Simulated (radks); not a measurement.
Q: The mean radii <r> (bohr) of the occupied orbitals of an atom or ion are listed with their occupations. Calculated with a radial shooting solver on a logarithmic mesh with Libxc functionals: Dirac Kohn-Sham, PBE, spin-unpolarised, spherical densities, finite nucleus; Fermi nuclear charge, rms radius of each element as measured or else 0.836 A^(1/3) + 0.57 fm.

orbital  occ.      <r>
1s1/2       2  0.08094
2s1/2       2   0.3745
2p1/2       2   0.3324
2p3/2       3   0.3346

Name the element and its charge. Open shells, if any, fill j = l - 1/2 first.

A: Z = 19, potassium, charge +10: K10+ in [He] 2s2 2p5. The 1s radius gives Z: for a bare nucleus <r> = (2 gamma + 1)/(2Z) with gamma = sqrt(1 - (Z/c)^2), 0.07844 bohr for Z = 19, and screening makes it slightly larger (0.08094 here). The occupations add up to 9, and the charge is Z minus that.
